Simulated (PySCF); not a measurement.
A calculated (PBE, PySCF 2.14, x2c-TZVPPall with one added diffuse shell each of s, p, d, f type, the spin-free X2C one-electron Hamiltonian (Gaussian nucleus)) atom or ion has these occupied shells.

```json
{"shell": "1s α", "electrons": "1", "orbital energy (eV)": "-51726.3", "rms radius, mean of both spins (bohr)": "0.0245"}
{"shell": "1s β", "electrons": "1", "orbital energy (eV)": "-51726.2", "rms radius, mean of both spins (bohr)": "0.0245"}
{"shell": "2s α", "electrons": "1", "orbital energy (eV)": "-8580.4", "rms radius, mean of both spins (bohr)": "0.0990"}
{"shell": "2s β", "electrons": "1", "orbital energy (eV)": "-8580.4", "rms radius, mean of both spins (bohr)": "0.0990"}
{"shell": "2p α", "electrons": "3", "orbital energy (eV)": "-7640.5", "rms radius, mean of both spins (bohr)": "0.0890"}
{"shell": "2p β", "electrons": "3", "orbital energy (eV)": "-7640.5", "rms radius, mean of both spins (bohr)": "0.0890"}
{"shell": "3s α", "electrons": "1", "orbital energy (eV)": "-1909.0", "rms radius, mean of both spins (bohr)": "0.256"}
{"shell": "3s β", "electrons": "1", "orbital energy (eV)": "-1907.2", "rms radius, mean of both spins (bohr)": "0.256"}
{"shell": "3p α", "electrons": "3", "orbital energy (eV)": "-1617.9", "rms radius, mean of both spins (bohr)": "0.256"}
{"shell": "3p β", "electrons": "3", "orbital energy (eV)": "-1616.1", "rms radius, mean of both spins (bohr)": "0.256"}
{"shell": "3d α", "electrons": "5", "orbital energy (eV)": "-1231.0", "rms radius, mean of both spins (bohr)": "0.235"}
{"shell": "3d β", "electrons": "5", "orbital energy (eV)": "-1229.6", "rms radius, mean of both spins (bohr)": "0.235"}
{"shell": "4s α", "electrons": "1", "orbital energy (eV)": "-384.53", "rms radius, mean of both spins (bohr)": "0.576"}
{"shell": "4s β", "electrons": "1", "orbital energy (eV)": "-380.23", "rms radius, mean of both spins (bohr)": "0.576"}
{"shell": "4p α", "electrons": "3", "orbital energy (eV)": "-288.34", "rms radius, mean of both spins (bohr)": "0.611"}
{"shell": "4p β", "electrons": "3", "orbital energy (eV)": "-284.06", "rms radius, mean of both spins (bohr)": "0.611"}
{"shell": "4d α", "electrons": "5", "orbital energy (eV)": "-154.52", "rms radius, mean of both spins (bohr)": "0.673"}
{"shell": "4d β", "electrons": "5", "orbital energy (eV)": "-150.28", "rms radius, mean of both spins (bohr)": "0.673"}
{"shell": "5s α", "electrons": "1", "orbital energy (eV)": "-54.644", "rms radius, mean of both spins (bohr)": "1.41"}
{"shell": "5s β", "electrons": "1", "orbital energy (eV)": "-52.333", "rms radius, mean of both spins (bohr)": "1.41"}
{"shell": "5p α", "electrons": "3", "orbital energy (eV)": "-31.937", "rms radius, mean of both spins (bohr)": "1.68"}
{"shell": "5p β", "electrons": "3", "orbital energy (eV)": "-30.167", "rms radius, mean of both spins (bohr)": "1.68"}
{"shell": "4f α", "electrons": "7", "orbital energy (eV)": "-10.780", "rms radius, mean of both spins (bohr)": "1.05"}
{"shell": "6s α", "electrons": "1", "orbital energy (eV)": "-9.128", "rms radius, mean of both spins (bohr)": "3.96"}
{"shell": "4f β", "electrons": "2", "orbital energy (eV)": "-7.539", "rms radius, mean of both spins (bohr)": "1.05"}
```

Name the element and its charge.

Tb⁺ (terbium, charge +1), in [Xe] 4f9 6s1, one real determinant.
